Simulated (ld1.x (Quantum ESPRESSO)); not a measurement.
**Logarithmic derivatives: Kr (Z = 36), TM**

```json
{
 "Element": "krypton",
 "Generator": "ld1.x (Quantum ESPRESSO) 7.5",
 "Type": "norm-conserving Troullier–Martins (Kleinman–Bylander form)",
 "Functional": "LDA (PZ)",
 "Relativity": "scalar-relativistic",
 "Frozen core": "[Ar] 3d10",
 "Valence charge": "8",
 "Reference configuration": "4s2 4p5 (charge +1)",
 "Partial waves": "4p (bound): rc 1.35 bohr; 4s (bound): rc 1.30 bohr",
 "Local potential": "the s channel",
 "Core correction": "Bessel-smoothed model core, default radius (core density twice the valence density)"
}
```

The phase is arctan(r·u′/u) with u = r·R(r), unwrapped; energies in Ry, scanned from -5 to 5 Ry. A pole is an energy at which the radial function vanishes at the test radius. The pseudo phase is shifted by a multiple of π to meet the all-electron one at the reference energy, and phase errors are pseudo minus all-electron; the curves can meet again beyond the range given. Levels narrower than the energy grid can be missing from the lists of poles.

```tsv
channel	radius (bohr)	reference energy (Ry)	poles, all-electron	poles, pseudo	unbroken range about the reference energy with phases within 0.05 rad	phase error 1 Ry above the reference energy (rad)
s	1.51	-2.51	3.24	2.85	the whole range	-0.002
p	1.51	-1.45	none	none	the whole range	+0.011
```

Note: ghost state, extra bound levels that the all-electron valence spectrum of the same l lacks: p at -181.4 eV. A true bound ghost makes a file unfit for plane-wave use.

Phases in the p channel:

```
E (Ry)  all-electron  pseudo
 -5.00         1.131   1.148
 -4.74         1.109   1.125
 -4.48         1.083   1.099
 -4.22         1.054   1.069
 -3.96         1.020   1.034
 -3.70         0.980   0.994
 -3.44         0.933   0.946
 -3.18         0.877   0.889
 -2.92         0.809   0.820
 -2.66         0.727   0.736
 -2.40         0.626   0.633
 -2.14         0.502   0.506
 -1.88         0.350   0.352
 -1.62         0.171   0.171
 -1.36        -0.031  -0.031
 -1.10        -0.242  -0.240
 -0.84        -0.444  -0.439
 -0.58        -0.624  -0.615
 -0.32        -0.776  -0.763
 -0.06        -0.901  -0.885
  0.20        -1.002  -0.984
  0.46        -1.085  -1.064
  0.72        -1.153  -1.131
  0.98        -1.210  -1.186
  1.24        -1.257  -1.232
  1.50        -1.297  -1.271
  1.76        -1.332  -1.305
  2.02        -1.362  -1.334
  2.28        -1.389  -1.360
  2.54        -1.412  -1.382
  2.80        -1.433  -1.402
  3.06        -1.452  -1.420
  3.32        -1.469  -1.437
  3.58        -1.485  -1.451
  3.84        -1.499  -1.465
  4.10        -1.512  -1.477
  4.36        -1.525  -1.488
  4.62        -1.537  -1.499
  4.88        -1.548  -1.508
```
